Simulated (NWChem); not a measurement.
System: C$_{3}$H$_{7}$NSi; SMILES N1CC=C[SiH2]1

```xyz
12

C      0.7841     1.2671     0.0000
C      1.3676     0.0577     0.0000
Si     0.0248    -1.2371     0.0000
N     -1.2129    -0.0222     0.0000
C     -0.7153     1.3310     0.0000
H      1.3431     2.2108     0.0000
H      2.4545    -0.0560     0.0000
H      0.0233    -2.1470     1.1948
H      0.0233    -2.1470    -1.1948
H     -2.2145    -0.1473     0.0000
H     -1.0521     1.9130    -0.8841
H     -1.0521     1.9130     0.8841
```
Atoms are numbered in this order, from 1.

Program: NWChem. Pople sets run with spherical d functions. All runs use the structure optimised with PBE0/def2-SVP. Not confirmed as a minimum by frequencies. B3LYP is NWChem's, with the RPA form of VWN correlation. Vertical excitations in the gas phase; the lowest state need not have the same character in each row.

```csv
level,"lowest excitation, singlet (eV)","lowest state with f > 0.02, singlet (eV)",orbital gap (eV)
"PBE/6-31G*, TDA",4.52,4.52,4.30
"B3LYP/6-31G*, TDA",5.39,5.39,6.28
"Hartree-Fock/6-31G*, CIS",(withheld),(withheld),(withheld)
"CAM-B3LYP/6-31G*, TDA",6.11,6.11,9.32
```

Problem. Complete the blanks.

Solution. 
- Hartree-Fock/6-31G*, CIS, lowest excitation, singlet (eV): 7.53
- Hartree-Fock/6-31G*, CIS, lowest state with f > 0.02, singlet (eV): 7.86
- Hartree-Fock/6-31G*, CIS, orbital gap (eV): 13.69
